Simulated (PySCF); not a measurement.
C₆H₆OS.
Bonds: C1–C2, C2–O3 (double), C2–C4, C4–C5 (aromatic), C5–C6 (aromatic), C6–S7 (aromatic), S7–C8 (aromatic), C4–C8 (aromatic). Hydrogens: H9, H10, H11 on C1; H12 on C5; H13 on C6; H14 on C8.

Method used: PySCF 2.14.0, PBE0-D3(BJ)/def2-SVP geometry optimisation, gas phase.

Q: What internal coordinates does the optimisation give?

A: 
| bond | length (pm) | order |
| --- | --- | --- |
| C1–C2 | 150.8 | single |
| C2=O3 | 121.2 | double |
| C2–C4 | 148.7 | single |
| C4–C5 | 143.1 | aromatic |
| C5–C6 | 136.8 | aromatic |
| C6–S7 | 172.1 | aromatic |
| S7–C8 | 170.3 | aromatic |
| C4–C8 | 137.8 | aromatic |
| C1–H9, C1–H10, C1–H11 | 110.0 | single |
| C5–H12 | 109.0 | single |
| C6–H13 | 108.9 | single |
| C8–H14 | 108.9 | single |

Bonds in one row agree within 1 pm and their mean is given. Orders are formal, as drawn. A selection of angles:
| angle | degrees |
| --- | --- |
| C1–C2–O3 | 121.7 |
| C1–C2–C4 | 117.4 |
| O3–C2–C4 | 120.9 |
| C2–C4–C5 | 127.2 |
| C2–C4–C8 | 120.9 |
| C5–C4–C8 | 111.9 |
| C4–C5–C6 | 112.5 |
| C5–C6–S7 | 111.5 |
| C6–S7–C8 | 92.2 |
| C4–C8–S7 | 111.9 |

Dihedral angles: C1–C2–C4–C5 -1° (synperiplanar).

The 8 heavy atoms lie in one plane (0.007 Å rms). The 5-membered ring C4–C5–C6–S7–C8 has internal angles of 92.2° to 112.5°; it is planar, 0.00 Å rms from its mean plane, widest ring torsion 0°. S7 (thiophene-type sulfur) is bent (angle 92.2°). The 5 C–C bonds span 1.368 Å (C5–C6, aromatic) to 1.508 Å (C1–C2, drawn single), a spread of 0.140 Å. Of the pairs four or more bonds apart, O3···H14 is among the closest relative to their van der Waals radii: 2.65 Å, 97 % of the sum of Bondi's values.

Point group: Cs (every atom within 0.08 Å of its image). Not checked by PBE0-D3(BJ)/def2-SVP frequencies. One conformer, not necessarily the lowest.
